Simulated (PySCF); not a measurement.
Spinor energies of N (nitrogen, neutral)

Start: [He] 2s2 2p3; 2p1/2 filled at m_j = -1/2, +1/2; 2p3/2 filled at m_j = +3/2. Calculated with PySCF 2.14 in x2c-SVPall-2c with one added diffuse shell of s type (4s2p1d, 15 functions): generalised Hartree-Fock with the X2C-1e Hamiltonian and a Gaussian nucleus; one run each with spin-orbit coupling (SO) switched off, then screened by Boettger's factors.

```tsv
spinor shell	electrons	ε, spin-free (eV)	ε, screened SO (eV)	weight of nominal j (screened SO)	rms radius, screened SO (bohr)
1s1/2	2	-425.32	-425.32	1.000	0.265
2s1/2	2	-25.207	-25.207	1.000	1.50
2p1/2	2	-15.587	-15.591	0.501	1.56
2p3/2	1	-15.587	-15.580	1.000	1.56
```

| quantity | spin-free | screened SO |
| --- | --- | --- |
| E (hartree) | -54.36606 | -54.36606 |
| M_J | 3/2 | 3/2 |
| ⟨J²⟩ | 3.759 | 3.759 |
| ⟨L²⟩ | 0.000 | 0.000 |
| ⟨S²⟩ | 3.759 | 3.759 |

Each row is a mean over spinors that exchange with the open shell spreads, by up to 11.895 eV (2s1/2).

Rows whose weight is well below 1 are mixtures of j = l ± 1/2: exchange outweighs spin-orbit coupling there, and the label is only the starting occupation.

Without spin-orbit coupling the j labels of p, d and f shells carry no meaning; the spin-free column gives the mean over the occupied spinors of each nl shell.
